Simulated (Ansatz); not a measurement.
Ansatz (a first-principles code) input file for C2Cl2F2, SMILES F/C(Cl)=C(/F)Cl, CAM-B3LYP/def2-SVPD. Coordinates come from a B3LYP-D3(BJ)/def2-SVP optimisation.

Ansatz 0.2 input:
```yaml
crystal:
  periodic: [false, false, false]
  atoms:
    - {symbol: F, position_ang: [1.71251468, -0.44567267, 0.00000000]}
    - {symbol: C, position_ang: [0.39253063, -0.54314898, 0.00000000]}
    - {symbol: Cl, position_ang: [-0.22336276, -2.14586417, 0.00000000]}
    - {symbol: C, position_ang: [-0.39253063, 0.54314898, 0.00000000]}
    - {symbol: F, position_ang: [-1.71251468, 0.44567267, 0.00000000]}
    - {symbol: Cl, position_ang: [0.22336276, 2.14586417, 0.00000000]}
basis:
  gaussian:
    orbitals: def2-SVPD
hamiltonian:
  xc: {name: CAM-B3LYP}
```

Log of the run:

```
WARN ansatz: RAYON_NUM_THREADS=1 ignored (pool sized by the plan → 1); use --threads N
Functional definition: CAM-B3LYP
integrals: 0.10 GiB planned
1260 factors; their error is unknown
integrals: 0.13 GiB planned
430 factors; integrals over basis functions are off by at most 3.0e-5 eV
mean field: 0.87 GiB planned
mean field evaluation 1: about -32535.7629 eV, gradient 2.8e1 eV
mean field evaluation 2: about -32535.5707 eV, gradient 3.2e1 eV
mean field evaluation 4: about -32537.0087 eV, gradient 6.5e-1 eV
mean field evaluation 8: about -32537.1287 eV, gradient 2.4e-2 eV
mean field -32537.12868020 eV, -1195.7174245395 hartree, gradient 2.5e-5 eV, S^2 0.000000; 0 other end points of the search recorded, 0 dependent functions left out
reference -32537.12880675 eV, -1195.7174291901 hartree; 32, 32 occupied and 108, 108 virtual orbitals, 1260 factors
Total energy: -32537.12880675 eV, -1195.7174291901 hartree
```

Self-consistency was reached.
